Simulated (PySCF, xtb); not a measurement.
C₅H₅Cl, SMILES C1C=CC=C1Cl.

GFN2-xTB (xtb) at its own geometry gives an orbital gap of 3.49 eV and a dipole moment of 1.48 D.

Geometry: ωB97X-D3(BJ)/def2-SVP. One conformer was computed; it need not be the lowest.

Problem. What does PBE/def2-TZVP in PySCF give? (The exact figures need the calculation; the answer reports its results.)

Solution. gap 3.54 eV (levels -5.32 and -1.78 eV), dipole 1.28 D.
